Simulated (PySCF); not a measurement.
H$_{6}$ClGaSi$_{2}$ (SMILES [SiH3][Ga]([SiH3])[Cl]), singlet, at a GFN2-xTB geometry (such geometries of metal compounds can be far from the true shape); PySCF with CASSCF(2,2)/STO-3G.

PySCF was given this input:
```python
from pyscf import gto, scf, mcscf
import numpy

mol = gto.M(
    atom='''
Ga   -0.038151   -0.005469    0.011579
Cl    2.014347    0.048458   -0.562137
Si   -0.436398   -1.395016    1.987433
H    -1.185466   -2.626131    1.651926
H    -1.245576   -0.685641    3.001821
H     0.815349   -1.813496    2.646215
Si   -1.434208    1.357913   -1.466017
H    -2.788687    1.566362   -0.914125
H    -1.613781    0.727233   -2.791594
H    -0.854572    2.696870   -1.696666
''',
    basis='sto-3g',
    charge=0,
    spin=0,
    verbose=4,
)

mf = scf.RHF(mol)
mf.kernel()
mc = mcscf.CASSCF(mf, 2, 2)
mc.fix_spin_(ss=0.0)
mc = mc.newton()
mc.kernel()
occ = numpy.linalg.eigvalsh(mc.fcisolver.make_rdm1(mc.ci, mc.ncas, mc.nelecas))[::-1]
ss = mc.fcisolver.spin_square(mc.ci, mc.ncas, mc.nelecas)[0]
print('natural occupations', occ.round(4), ' <S^2>', round(ss, 4))
```

Question: What does PySCF print? Leave out banner, timings and long lists.

Answer: 
```
PySCF version 2.14.0

[INPUT] verbose = 4
[INPUT] num. atoms = 10
[INPUT] num. electrons = 82
[INPUT] charge = 0
[INPUT] spin (= nelec alpha-beta = 2S) = 0
[INPUT] symmetry False subgroup None
[INPUT] Mole.unit = angstrom
[INPUT] Symbol           X                Y                Z      unit          X                Y                Z       unit  Magmom
[...]
nuclear repulsion = 490.252472825655
number of shells = 29
number of NR pGTOs = 153
number of NR cGTOs = 51
basis = sto-3g
ecp = {}

******** <class 'pyscf.scf.hf.RHF'> ********
method = RHF
initial guess = minao
damping factor = 0
level_shift factor = 0
DIIS = <class 'pyscf.scf.diis.CDIIS'>
diis_start_cycle = 1
diis_space = 8
diis_damp = 0
SCF conv_tol = 1e-09
SCF conv_tol_grad = None
SCF max_cycles = 50
direct_scf = True
direct_scf_tol = 1e-13
Set gradient conv threshold to 3.16228e-05
Initial guess from minao.
init E= -2926.80704856251
[...]
cycle= 1 E= -2930.13271022003  delta_E= -3.33  |g|= 0.418  |ddm|= 3.24
[...]
cycle= 2 E= -2930.24156554121  delta_E= -0.109  |g|= 0.0873  |ddm|= 1.19
[...]
cycle= 3 E= -2930.24624503683  delta_E= -0.00468  |g|= 0.0295  |ddm|= 0.205
[...]
cycle= 4 E= -2930.2472275229  delta_E= -0.000982  |g|= 0.0117  |ddm|= 0.122
[...]
cycle= 5 E= -2930.24743184639  delta_E= -0.000204  |g|= 0.00592  |ddm|= 0.0545
[...]
cycle= 6 E= -2930.24754024616  delta_E= -0.000108  |g|= 0.00275  |ddm|= 0.0569
[...]
cycle= 7 E= -2930.24756373793  delta_E= -2.35e-05  |g|= 0.00222  |ddm|= 0.0172
[...]
cycle= 8 E= -2930.2475881616  delta_E= -2.44e-05  |g|= 0.00183  |ddm|= 0.02
[...]
cycle= 9 E= -2930.24762743192  delta_E= -3.93e-05  |g|= 0.000976  |ddm|= 0.0498
[...]
cycle= 10 E= -2930.24763619345  delta_E= -8.76e-06  |g|= 0.000327  |ddm|= 0.0299
[...]
cycle= 11 E= -2930.24763675043  delta_E= -5.57e-07  |g|= 0.000134  |ddm|= 0.00808
[...]
cycle= 12 E= -2930.24763680039  delta_E= -5e-08  |g|= 0.00012  |ddm|= 0.000847
[...]
cycle= 13 E= -2930.24763683436  delta_E= -3.4e-08  |g|= 0.00012  |ddm|= 0.000478
[...]
cycle= 14 E= -2930.24763678863  delta_E= 4.57e-08  |g|= 0.00012  |ddm|= 0.000616
[...]
cycle= 15 E= -2930.2476364824  delta_E= 3.06e-07  |g|= 0.000116  |ddm|= 0.00425
[...]
cycle= 16 E= -2930.24763566164  delta_E= 8.21e-07  |g|= 0.000106  |ddm|= 0.0128
[...]
cycle= 17 E= -2930.2476349077  delta_E= 7.54e-07  |g|= 8.93e-05  |ddm|= 0.0149
[...]
cycle= 18 E= -2930.24763465609  delta_E= 2.52e-07  |g|= 8.31e-05  |ddm|= 0.00663
[...]
[...]
converged SCF energy = -2930.24763418076
[...]
augmented hessian ah_start_cycle = 3
augmented hessian ah_grad_trust_region = 3
kf_trust_region = 3
kf_interval = 5
natorb = False
canonicalization = True
internal_rotation = False
******** <class 'pyscf.fci.addons.SpinPenaltyFCISolver'> ********
max. cycles = 50
conv_tol = 1e-08
davidson only = True
linear dependence = 1e-12
level shift = 0.001
max iter space = 12
nroots = 1
pspace_size = 400
spin = None

WARN: SO-CASSCF (Second order CASSCF) is an experimental feature. Its performance is bad for large systems.

CASCI E = -2930.24765218733  dE = -2930.2477  S^2 = 0.0000000
Set conv_tol_grad to 0.000316228
macro 1 (11 JK  7 micro), CASSCF E = -2930.24774936611  dE = -9.718e-05  |grad|=0.00517  S^2 = 0.0000000
macro 2 (11 JK  7 micro), CASSCF E = -2930.248587273  dE = -0.0008379  |grad|=0.015  S^2 = 0.0000000
macro 3 (11 JK  7 micro), CASSCF E = -2930.2599824917  dE = -0.0114  |grad|=0.0735  S^2 = 0.0000000
macro 4 (16 JK  12 micro), CASSCF E = -2930.32340062585  dE = -0.06342  |grad|=0.244  S^2 = 0.0000000
macro 5 (16 JK  12 micro), CASSCF E = -2930.35113628363  dE = -0.02774  |grad|=0.231  S^2 = 0.0000000
macro 6 (18 JK  14 micro), CASSCF E = -2930.35476562853  dE = -0.003629  |grad|=0.114  S^2 = 0.0000000
macro 7 (21 JK  14 micro), CASSCF E = -2930.35513526808  dE = -0.0003696  |grad|=0.000437  S^2 = 0.0000000
macro 8 (11 JK  7 micro), CASSCF E = -2930.35517719513  dE = -4.193e-05  |grad|=0.00121  S^2 = 0.0000000
macro 9 (11 JK  7 micro), CASSCF E = -2930.35525979408  dE = -8.26e-05  |grad|=0.00178  S^2 = 0.0000000
macro 10 (11 JK  7 micro), CASSCF E = -2930.35536354022  dE = -0.0001037  |grad|=0.0025  S^2 = 0.0000000
macro 11 (11 JK  7 micro), CASSCF E = -2930.35545983088  dE = -9.629e-05  |grad|=0.00231  S^2 = 0.0000000
macro 12 (10 JK  6 micro), CASSCF E = -2930.35549989968  dE = -4.007e-05  |grad|=0.00104  S^2 = 0.0000000
macro 13 (6 JK  2 micro), CASSCF E = -2930.35550254571  dE = -2.646e-06  |grad|=0.000776  S^2 = 0.0000000
macro 14 (23 JK  17 micro), CASSCF E = -2930.35550378948  dE = -1.244e-06  |grad|=0.000106  S^2 = 0.0000000
macro 15 (7 JK  3 micro), CASSCF E = -2930.35550388072  dE = -9.124e-08  |grad|=0.000132  S^2 = 0.0000000
newton CASSCF converged in 15 macro (35 KF 159 Hx) steps
CASSCF canonicalization
Density matrix diagonal elements [0.99998356 1.00001644]
CASSCF energy = -2930.35550388072
CASCI E = -2930.35550388072  E(CI) = -1.70093070000030  S^2 = 0.0000000
natural occupations [1.0001 0.9999]  <S^2> 0.0
```
